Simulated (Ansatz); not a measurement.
Ansatz (a quantum-chemistry and plane-wave program) input for CBr₂ClF, SMILES BrC(Br)(Cl)F, PBE0/def2-SVPD. Geometry optimised at B3LYP-D3(BJ)/def2-SVP.

Ansatz 0.2 input:
```yaml
crystal:
  periodic: [false, false, false]
  atoms:
    - {symbol: F, position_ang: [-1.66708609, -0.59432391, -0.00000000]}
    - {symbol: C, position_ang: [-0.34841930, -0.41421987, -0.00000000]}
    - {symbol: Cl, position_ang: [0.45311451, -1.99810201, -0.00000001]}
    - {symbol: Br, position_ang: [0.13416206, 0.59717098, -1.60863642]}
    - {symbol: Br, position_ang: [0.13416206, 0.59717098, 1.60863643]}
basis:
  gaussian:
    orbitals: def2-SVPD
hamiltonian:
  xc: {name: PBE0}
```

Output:

```
WARN ansatz: RAYON_NUM_THREADS=1 ignored (pool sized by the plan → 1); use --threads N
Functional definition: PBE0
integrals: 0.15 GiB planned
1454 factors; integrals over basis functions are off by at most 1.3e-3 eV
mean field: 1.04 GiB planned
mean field evaluation 1: about -156320.0782 eV, gradient 2.5e1 eV
mean field evaluation 2: about -156318.1899 eV, gradient 4.2e1 eV
mean field evaluation 4: about -156321.0932 eV, gradient 1.9e0 eV
mean field evaluation 8: about -156321.2282 eV, gradient 1.6e-1 eV
mean field evaluation 16: about -156321.2282 eV, gradient 2.5e-5 eV
mean field -156321.22823695 eV, -5744.6991793737 hartree, gradient 2.5e-5 eV, S^2 0.000000; 0 other end points of the search recorded, 0 dependent functions left out
reference -156321.22828049 eV, -5744.6991809737 hartree; 51, 51 occupied and 101, 101 virtual orbitals, 1454 factors
Total energy: -156321.22828049 eV, -5744.6991809737 hartree
```

The run converged.

Cost: around 8 core-seconds (rough).
